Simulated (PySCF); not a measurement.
Record of a relaxation.

NbSMe3, C3H9NbS (singlet state).
Bonds: Nb1–S2, Nb1–C3, Nb1–C7, Nb1–C11. Hydrogens: H4, H5, H6 on C3; H8, H9, H10 on C7; H12, H13, H14 on C11.

Computed by this run: PBE0-D3(BJ)/def2-SVP geometry optimisation, gas phase, def2 core potentials past Kr in PySCF; density fitting, grid level 1; the optimiser is geomeTRIC in internal coordinates, started from a GFN2-xTB structure with every atom displaced at random (about 0.03 Å). The frame can shift and turn from step to step; on so coarse a grid that alone can change the energy by a few meV, and forces under 0.02 eV/Å are noise.

Step 0: E = -15630.2756 eV, largest atomic force 3.926 eV/Å
```
atom  x, y, z in Å  |  force x, y, z in eV/Å
Nb1     0.075   -0.056    0.280   -1.874   1.173   2.418
S2     -0.004    0.007    2.490    0.219  -0.146  -2.277
C3      2.150   -0.016   -0.192    2.167   1.367   0.616
H4      2.846    0.833    0.295   -1.777  -1.402  -0.868
H5      2.398    0.023   -1.280   -0.331  -0.023   0.152
H6      2.661   -0.919    0.201   -0.277  -0.185  -0.046
C7     -1.104    1.889   -0.166    1.413  -1.548   1.458
H8     -2.100    1.861    0.239   -0.894  -0.445   0.591
H9     -1.239    2.074   -1.192    0.041   0.240  -2.119
H10    -0.664    2.782    0.288    0.474   0.092   0.131
C11    -1.102   -1.892   -0.151    0.723   3.246  -2.088
H12    -2.090   -1.855    0.220   -1.649   0.393   0.731
H13    -0.672   -2.723    0.251    1.690  -2.855   1.459
H14    -1.174   -2.053   -1.241    0.076   0.093  -0.157
```

Step 1: E = -15631.0600 eV, largest atomic force 1.274 eV/Å
```
atom  x, y, z in Å  |  force x, y, z in eV/Å
Nb1     0.043   -0.024    0.295   -0.951   0.661   0.353
S2     -0.019    0.022    2.416    0.125  -0.064   0.128
C3      2.107   -0.004   -0.186    1.240   0.275   0.100
H4      2.728    0.811    0.281   -0.651  -0.281  -0.223
H5      2.327    0.035   -1.274   -0.223  -0.034   0.025
H6      2.597   -0.920    0.204   -0.217  -0.100  -0.083
C7     -1.064    1.814   -0.152    0.255  -0.512   0.143
H8     -2.078    1.756    0.271   -0.105  -0.149   0.113
H9     -1.179    1.988   -1.229    0.107   0.029  -0.346
H10    -0.596    2.698    0.309    0.146  -0.004  -0.028
C11    -1.070   -1.812   -0.153    0.272   0.446  -0.514
H12    -2.093   -1.758    0.234   -0.228   0.087   0.149
H13    -0.596   -2.694    0.278    0.209  -0.374   0.208
H14    -1.126   -1.956   -1.250    0.022   0.020  -0.026
```

Step 2: E = -15631.1591 eV, largest atomic force 0.792 eV/Å
```
atom  x, y, z in Å  |  force x, y, z in eV/Å
Nb1     0.012    0.008    0.346    0.298  -0.338   0.651
S2     -0.015    0.032    2.484    0.053  -0.024  -0.104
C3      2.088    0.006   -0.184    0.054  -0.353  -0.214
H4      2.661    0.823    0.264    0.052   0.315   0.161
H5      2.244    0.047   -1.280   -0.109  -0.007  -0.006
H6      2.559   -0.926    0.185   -0.109   0.006  -0.038
C7     -1.034    1.755   -0.149   -0.332   0.442  -0.259
H8     -2.057    1.694    0.265    0.029   0.013  -0.013
H9     -1.111    1.894   -1.246    0.048  -0.022   0.016
H10    -0.554    2.645    0.293    0.001   0.016  -0.025
C11    -1.055   -1.764   -0.161    0.024  -0.081  -0.200
H12    -2.090   -1.716    0.223    0.021  -0.006   0.002
H13    -0.575   -2.662    0.266   -0.027   0.027   0.005
H14    -1.092   -1.879   -1.263   -0.004   0.013   0.022
```

Step 3: E = -15631.1959 eV, largest atomic force 0.307 eV/Å
```
atom  x, y, z in Å  |  force x, y, z in eV/Å
Nb1     0.015    0.002    0.402    0.049   0.118   0.058
S2      0.012    0.008    2.534    0.018  -0.009   0.099
C3      2.075   -0.008   -0.179   -0.150  -0.236  -0.126
H4      2.635    0.824    0.261    0.112   0.170   0.105
H5      2.175    0.039   -1.280   -0.052   0.011  -0.010
H6      2.541   -0.949    0.168    0.004   0.034   0.001
C7     -1.040    1.773   -0.155   -0.029  -0.012  -0.136
H8     -2.070    1.722    0.245    0.072   0.039  -0.051
H9     -1.088    1.879   -1.261    0.015  -0.045   0.154
H10    -0.556    2.670    0.268   -0.030  -0.007  -0.013
C11    -1.034   -1.761   -0.162   -0.004  -0.201  -0.011
H12    -2.074   -1.723    0.215    0.095  -0.027  -0.038
H13    -0.553   -2.671    0.253   -0.102   0.145  -0.062
H14    -1.058   -1.847   -1.267    0.001   0.019   0.032
```

Step 4: E = -15631.2071 eV, largest atomic force 0.141 eV/Å
```
atom  x, y, z in Å  |  force x, y, z in eV/Å
Nb1     0.015    0.005    0.450   -0.067  -0.021  -0.063
S2      0.027    0.002    2.585    0.002   0.000   0.063
C3      2.051   -0.011   -0.177   -0.010   0.088   0.040
H4      2.616    0.836    0.256   -0.018  -0.127  -0.059
H5      2.101    0.044   -1.281   -0.005   0.016  -0.006
H6      2.524   -0.953    0.152    0.062   0.022   0.010
C7     -1.026    1.766   -0.156    0.035  -0.009  -0.015
H8     -2.063    1.734    0.225    0.006   0.036  -0.027
H9     -1.049    1.836   -1.261   -0.001  -0.032   0.051
H10    -0.545    2.673    0.247   -0.024   0.011  -0.001
C11    -1.023   -1.757   -0.164    0.032  -0.062   0.064
H12    -2.066   -1.731    0.201    0.031  -0.016  -0.023
H13    -0.549   -2.672    0.236   -0.048   0.075  -0.037
H14    -1.033   -1.815   -1.269    0.006   0.017   0.002
```

Step 5: E = -15631.2100 eV, largest atomic force 0.085 eV/Å
```
atom  x, y, z in Å  |  force x, y, z in eV/Å
Nb1     0.011    0.003    0.473   -0.029   0.017  -0.033
S2      0.027   -0.004    2.612   -0.003   0.000  -0.026
C3      2.041   -0.013   -0.176   -0.065   0.013   0.030
H4      2.610    0.832    0.246    0.030  -0.016  -0.011
H5      2.068    0.048   -1.281    0.002   0.003  -0.005
H6      2.529   -0.951    0.142    0.039   0.007  -0.005
C7     -1.022    1.763   -0.154    0.050  -0.027   0.064
H8     -2.063    1.746    0.211   -0.020   0.018  -0.010
H9     -1.030    1.812   -1.259    0.001  -0.018  -0.022
H10    -0.543    2.676    0.238   -0.007   0.007  -0.002
C11    -1.018   -1.753   -0.162    0.005  -0.010   0.049
H12    -2.063   -1.737    0.193   -0.013  -0.007  -0.008
H13    -0.547   -2.671    0.229    0.000   0.001  -0.008
H14    -1.018   -1.795   -1.268    0.009   0.013  -0.012
```

Step 6: E = -15631.2109 eV, largest atomic force 0.062 eV/Å
```
atom  x, y, z in Å  |  force x, y, z in eV/Å
Nb1     0.007    0.002    0.481    0.002  -0.005  -0.037
S2      0.023   -0.006    2.619   -0.002   0.001  -0.005
C3      2.035   -0.012   -0.175   -0.015   0.009   0.034
H4      2.611    0.831    0.241    0.005   0.000  -0.008
H5      2.052    0.052   -1.280    0.000  -0.002  -0.004
H6      2.535   -0.946    0.135    0.008  -0.001  -0.011
C7     -1.018    1.762   -0.151    0.009   0.002   0.062
H8     -2.063    1.755    0.204   -0.013   0.004  -0.004
H9     -1.019    1.799   -1.256    0.005  -0.006  -0.036
H10    -0.539    2.677    0.236    0.004   0.001  -0.005
C11    -1.019   -1.754   -0.159   -0.012   0.025   0.019
H12    -2.066   -1.744    0.188   -0.019  -0.002  -0.003
H13    -0.547   -2.672    0.227    0.021  -0.031   0.007
H14    -1.012   -1.787   -1.266    0.007   0.006  -0.008
```

Step 7: E = -15631.2112 eV, largest atomic force 0.028 eV/Å
```
atom  x, y, z in Å  |  force x, y, z in eV/Å
Nb1     0.005    0.000    0.483    0.004  -0.010   0.000
S2      0.020   -0.008    2.621    0.000   0.001  -0.013
C3      2.032   -0.011   -0.174    0.012  -0.002   0.015
H4      2.611    0.833    0.238   -0.003   0.011   0.000
H5      2.044    0.055   -1.279   -0.003  -0.003  -0.003
H6      2.538   -0.943    0.130   -0.006  -0.003  -0.008
C7     -1.016    1.762   -0.148   -0.013   0.008   0.024
H8     -2.063    1.762    0.201    0.001  -0.001  -0.004
H9     -1.011    1.793   -1.255    0.004   0.000  -0.011
H10    -0.535    2.678    0.236    0.006  -0.002  -0.004
C11    -1.020   -1.756   -0.157   -0.015   0.015   0.008
H12    -2.069   -1.750    0.185   -0.003  -0.001  -0.003
H13    -0.547   -2.675    0.227    0.011  -0.014   0.003
H14    -1.008   -1.784   -1.264    0.003   0.000  -0.003
```

Step 8: E = -15631.2113 eV, largest atomic force under 0.02 eV/Å
```
atom  x, y, z in Å  |  force x, y, z in eV/Å
Nb1     0.003   -0.001    0.483    0.004  -0.006  -0.005
S2      0.018   -0.009    2.621    0.001   0.001   0.004
C3      2.031   -0.010   -0.174    0.012  -0.001   0.003
H4      2.609    0.835    0.237   -0.004   0.005   0.001
H5      2.040    0.056   -1.279   -0.002  -0.001   0.000
H6      2.539   -0.942    0.128   -0.005  -0.001  -0.002
C7     -1.015    1.763   -0.147   -0.011   0.005   0.001
H8     -2.063    1.765    0.199    0.003   0.000  -0.002
H9     -1.007    1.792   -1.254    0.001   0.001   0.001
H10    -0.532    2.678    0.236    0.004  -0.002  -0.001
C11    -1.020   -1.758   -0.156   -0.009   0.003   0.002
H12    -2.071   -1.753    0.184    0.002  -0.002  -0.002
H13    -0.546   -2.676    0.227    0.002   0.000   0.000
H14    -1.006   -1.784   -1.263    0.001  -0.002   0.000
```

Task: Summarise the path.

Result: The energy falls by 0.9357 eV from step 0 to step 8; nine tenths of that is first reached at step 2. It falls at every step. The largest force goes from 3.926 to under 0.02 eV/Å. Among the bonds Nb1–C7 changes most, from 2.318 to 2.132 Å; the atoms move by 0.216 Å rms after alignment.

Task: Follow the three bonds and two angles with the largest change from start to end.

Result: 
```json
{"step": "0", "E above end (eV)": "0.9357", "largest force (eV/Å)": "3.926", "Nb1–C7 (Å)": "2.318", "C3–H4 (Å)": "1.200", "Nb1–C11 (Å)": "2.223", "S2–Nb1–C7 (°)": "98.6", "H4–C3–H6 (°)": "99.5"}
{"step": "1", "E above end (eV)": "0.1513", "largest force (eV/Å)": "1.274", "Nb1–C7 (Å)": "2.191", "C3–H4 (Å)": "1.126", "Nb1–C11 (Å)": "2.154", "S2–Nb1–C7 (°)": "99.8", "H4–C3–H6 (°)": "102.0"}
{"step": "2", "E above end (eV)": "0.0522", "largest force (eV/Å)": "0.792", "Nb1–C7 (Å)": "2.096", "C3–H4 (Å)": "1.094", "Nb1–C11 (Å)": "2.130", "S2–Nb1–C7 (°)": "102.8", "H4–C3–H6 (°)": "105.6"}
{"step": "3", "E above end (eV)": "0.0154", "largest force (eV/Å)": "0.307", "Nb1–C7 (Å)": "2.135", "C3–H4 (Å)": "1.096", "Nb1–C11 (Å)": "2.128", "S2–Nb1–C7 (°)": "104.9", "H4–C3–H6 (°)": "107.7"}
{"step": "4", "E above end (eV)": "0.0042", "largest force (eV/Å)": "0.141", "Nb1–C7 (Å)": "2.134", "C3–H4 (Å)": "1.107", "Nb1–C11 (Å)": "2.134", "S2–Nb1–C7 (°)": "106.7", "H4–C3–H6 (°)": "108.5"}
{"step": "5", "E above end (eV)": "0.0014", "largest force (eV/Å)": "0.085", "Nb1–C7 (Å)": "2.135", "C3–H4 (Å)": "1.103", "Nb1–C11 (Å)": "2.132", "S2–Nb1–C7 (°)": "107.4", "H4–C3–H6 (°)": "108.2"}
{"step": "6", "E above end (eV)": "0.0004", "largest force (eV/Å)": "0.062", "Nb1–C7 (Å)": "2.133", "C3–H4 (Å)": "1.103", "Nb1–C11 (Å)": "2.132", "S2–Nb1–C7 (°)": "107.6", "H4–C3–H6 (°)": "107.7"}
{"step": "7", "E above end (eV)": "0.0001", "largest force (eV/Å)": "0.028", "Nb1–C7 (Å)": "2.132", "C3–H4 (Å)": "1.103", "Nb1–C11 (Å)": "2.132", "S2–Nb1–C7 (°)": "107.6", "H4–C3–H6 (°)": "107.6"}
{"step": "8", "E above end (eV)": "0.0000", "largest force (eV/Å)": "under 0.02", "Nb1–C7 (Å)": "2.132", "C3–H4 (Å)": "1.103", "Nb1–C11 (Å)": "2.132", "S2–Nb1–C7 (°)": "107.6", "H4–C3–H6 (°)": "107.7"}
```

The cost below is that of the whole optimisation. The run took 82 s wall on Arm Neoverse V2, one thread, no GPU (shared host), and the process peaked at 0.57 GiB of memory.
